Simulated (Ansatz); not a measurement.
The same molecule with X = V, Nb, Ta. Ansatz, PBE0-D4/def2-TZVP geometries, multiplicity 1. Each molecule was computed in one conformer, which needn't be the lowest.

Elements past krypton have def2 core potentials. Scalar relativity is left out up to krypton.

```json
{"X": "Nb", "molecule": "`[NH]=[Nb]([NH2])([OH])[F]`", "mean X–F bond length / Å": "1.890", "mean X–N bond length / Å": "1.855", "mean X–O bond length / Å": "1.902", "HOMO–LUMO gap (B3LYP/def2-TZVPP) / eV": "6.65", "ideal-gas entropy at 298 K and 1 bar (rigid rotor, harmonic PBE0-D4/def2-TZVP) / J/(mol·K)": "354", "LUMO energy (PBE/def2-TZVPP) / eV": "-1.55"}
{"X": "Ta", "molecule": "`[NH]=[Ta]([NH2])([OH])[F]`", "mean X–F bond length / Å": "1.898", "mean X–N bond length / Å": "1.870", "mean X–O bond length / Å": "1.909", "HOMO–LUMO gap (B3LYP/def2-TZVPP) / eV": "7.02", "ideal-gas entropy at 298 K and 1 bar (rigid rotor, harmonic PBE0-D4/def2-TZVP) / J/(mol·K)": "361", "LUMO energy (PBE/def2-TZVPP) / eV": "-1.04"}
```

Give the row for X = V, `[NH]=[V]([NH2])([OH])[F]`. (Best estimate.)

Computed: 
```json
{"X": "V", "molecule": "`[NH]=[V]([NH2])([OH])[F]`", "mean X–F bond length / Å": "1.749", "mean X–N bond length / Å": "1.711", "mean X–O bond length / Å": "1.769", "HOMO–LUMO gap (B3LYP/def2-TZVPP) / eV": "5.49", "ideal-gas entropy at 298 K and 1 bar (rigid rotor, harmonic PBE0-D4/def2-TZVP) / J/(mol·K)": "342", "LUMO energy (PBE/def2-TZVPP) / eV": "-2.80"}
```

From V to Ta the mean X–F bond length rises at each step, by 0.149 Å in all; the mean X–N bond length rises at each step, by 0.159 Å in all; the mean X–O bond length rises at each step, by 0.140 Å in all; the HOMO–LUMO gap (B3LYP/def2-TZVPP) rises at each step, by 1.53 eV in all; the ideal-gas entropy at 298 K and 1 bar (rigid rotor, harmonic PBE0-D4/def2-TZVP) rises at each step, by 19 J/(mol·K) in all; the LUMO energy (PBE/def2-TZVPP) rises at each step, by 1.76 eV in all.

B3LYP here is the variant with VWN-RPA as its local correlation; programs differ in this.
